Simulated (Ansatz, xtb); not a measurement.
Relative energy of two isomers of C5H6FNS

We compare X, `CCc1sncc1F`, a singlet, with Y, `CCc1cc(F)ns1`, a singlet. Both are isolated molecules in the gas phase, relaxed with B3LYP-D3(BJ)/def2-SVP; the shapes shown needn't be the lowest conformers.

X (Å):

```xyz
14

C    -0.0895    0.5244    1.5279
C     0.9874   -0.5207    1.2053
C     0.7358   -1.2591   -0.0735
C     0.8634   -1.9600   -2.2960
C     1.3964   -1.1242   -1.2710
F     2.4335   -0.3034   -1.4619
N    -0.1578   -2.7065   -1.9413
S    -0.5222   -2.4268   -0.3275
H    -1.0796    0.0545    1.6365
H     0.1447    1.0475    2.4680
H    -0.1614    1.2740    0.7250
H     1.9711   -0.0332    1.1167
H     1.0683   -1.2408    2.0370
H     1.2506   -2.0055   -3.3181
```

Y (Å):

```xyz
14

C    -0.4042    0.5010    1.3537
C     0.6545   -0.6082    1.2743
C     1.0805   -0.9203   -0.1294
C     0.7809   -2.0155   -0.9019
C     1.3681   -1.8692   -2.1965
F     1.2266   -2.7997   -3.1328
N     2.0553   -0.7971   -2.4532
S     2.0492    0.1694   -1.0849
H    -1.3088    0.2210    0.7925
H    -0.6910    0.6910    2.3994
H    -0.0252    1.4429    0.9275
H     0.2652   -1.5343    1.7261
H     1.5378   -0.3194    1.8692
H     0.1886   -2.8733   -0.5858
```

Question: Which of the two would you expect CCSD(T)/def2-SVP + ΔMP2/def2-TZVPP electronic energies to favour?

Answer: Structure Y; the calculation gives E(Y) − E(X) = −0.276 eV.

The same difference at several levels:

```
                             level               geometry  E(Y) − E(X) (eV)  departure from the last row (eV)  job, with rough time for the two
                          GFN2-xTB               GFN2-xTB              −0.139                            +0.138              optimisation, 0.21 s
                         HF/STO-3G               GFN2-xTB              −0.172                            +0.104              single point, 0.44 s
                r2SCAN-D4/def2-SVP               GFN2-xTB              −0.280                            −0.004               single point, 4.4 s
             B3LYP-D3(BJ)/def2-SVP  B3LYP-D3(BJ)/def2-SVP              −0.258                            +0.019               optimisation, 100 s
                       HF/def2-SVP  B3LYP-D3(BJ)/def2-SVP              −0.369                            −0.093           part of the CCSD(T) run
                      MP2/def2-SVP  B3LYP-D3(BJ)/def2-SVP              −0.259                            +0.017           part of the CCSD(T) run
                  CCSD(T)/def2-SVP  B3LYP-D3(BJ)/def2-SVP              −0.266                            +0.010                      single point
CCSD(T)/def2-SVP + ΔMP2/def2-TZVPP  B3LYP-D3(BJ)/def2-SVP              −0.276                                               single point, 1.7 min
```

As drawn, both hold the same kinds of bond in the same numbers.

None of the levels shown reverses the order. The largest departure from CCSD(T)/def2-SVP + ΔMP2/def2-TZVPP is that of GFN2-xTB, 0.138 eV. The last row adds to CCSD(T) the change of the MP2 difference between the two basis sets, here −0.010 eV.

With thermal terms from frequencies at re-optimised GFN2-xTB minima (ideal gas, soft modes damped towards free rotors, one conformer each, 298.15 K, 1 atm): the zero-point term adds +0.004 eV; ΔH is −0.274 and ΔG −0.271 eV.

The correlated steps freeze 12 core orbitals. Run with Ansatz 0.2.0, xtb 6.7.1; the last row on 4 threads of Arm Neoverse V1 on a shared host.
